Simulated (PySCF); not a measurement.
Compound: 3,3-dimethylpentane, C7H16.
Numbering: `[CH3:1][CH2:2][C:3]([CH3:4])([CH3:5])[CH2:6][CH3:7]` (hydrogens: H8, H9, H10 on C1; H11, H12 on C2; H13, H14, H15 on C4; H16, H17, H18 on C5; H19, H20 on C6; H21, H22, H23 on C7)

The same species was optimised twice, with GFN2-xTB and with PBE0-D3(BJ)/def2-SVP (PySCF), and the same property calculations (PySCF, gas phase) were run on both structures.

```
     coordinate  GFN2-xTB  PBE0-D3(BJ)/def2-SVP  change
      C6–C7 (Å)     1.525                 1.521  -0.004
      C1–C2 (Å)     1.525                 1.521  -0.004
      C2–C3 (Å)     1.540                 1.542  +0.002
      C3–C6 (Å)     1.540                 1.542  +0.002
      C3–C5 (Å)     1.533                 1.531  -0.002
      C3–C4 (Å)     1.533                 1.531  -0.002
   C2–C3–C6 (°)     112.7                 111.7    -1.0
   C1–C2–C3 (°)     115.8                 116.5    +0.7
   C3–C6–C7 (°)     115.8                 116.4    +0.6
   C4–C3–C5 (°)     108.0                 108.4    +0.4
   C4–C3–C6 (°)     107.8                 108.1    +0.3
   C2–C3–C5 (°)     107.9                 108.1    +0.2
   C2–C3–C4 (°)     110.2                 110.2     0.0
   C5–C3–C6 (°)     110.2                 110.2     0.0
C1–C2–C3–C4 (°)        64                    64       0
C2–C3–C6–C7 (°)       -57                   -57       0
```

Rotational constants: A = 2595, B = 2303, C = 1730 MHz (GFN2-xTB) against A = 2565, B = 2310, C = 1723 MHz (PBE0-D3(BJ)/def2-SVP). Point groups within 0.08 Å: C2 and C2.

On the GFN2-xTB structure: HOMO (eV) -8.54 [PBE0/pcSseg-1]; LUMO (eV) 1.37 [PBE0/pcSseg-1]; dipole (D) 0.05 [PBE0/pcSseg-1]; GIAO shielding of C1/C7 (mean) (ppm) 176.8 [PBE0/pcSseg-1]; GIAO shielding of C2/C6 (mean) (ppm) 152.4 [PBE0/pcSseg-1]; GIAO shielding of C3 (ppm) 152.5 [PBE0/pcSseg-1]; GIAO shielding of C4/C5 (mean) (ppm) 156.2 [PBE0/pcSseg-1].

Q: What do these properties become on the PBE0-D3(BJ)/def2-SVP structure?

A: 
```tsv
property	level	on GFN2-xTB	on PBE0-D3(BJ)/def2-SVP	change
HOMO (eV)	PBE0/pcSseg-1	-8.54	-8.51	+0.03
LUMO (eV)	PBE0/pcSseg-1	1.37	1.33	-0.04
dipole (D)	PBE0/pcSseg-1	0.05	0.06	+0.01
energy, GFN2-xTB geometry as zero (kcal/mol)	PBE0/pcSseg-1	0.0	-0.6	-0.6
GIAO shielding of C1/C7 (mean) (ppm)	PBE0/pcSseg-1	176.8	174.7	-2.1
GIAO shielding of C2/C6 (mean) (ppm)	PBE0/pcSseg-1	152.4	151.2	-1.2
GIAO shielding of C3 (ppm)	PBE0/pcSseg-1	152.5	152.1	-0.4
GIAO shielding of C4/C5 (mean) (ppm)	PBE0/pcSseg-1	156.2	154.3	-1.9
```

The heavy atoms differ by 0.011 Å rms after alignment. Among bonds between heavy atoms C1–C2 and C6–C7 change most and about equally (-0.004 Å). Changes are differences of the printed values. Neither structure is proved a minimum here.

Conformer computed: `[CH3:1][CH2:2][C:3]([CH3:4])([CH3:5])[CH2:6][CH3:7]`: C1–C2–C3–C4 64°, C2–C3–C6–C7 -57°.
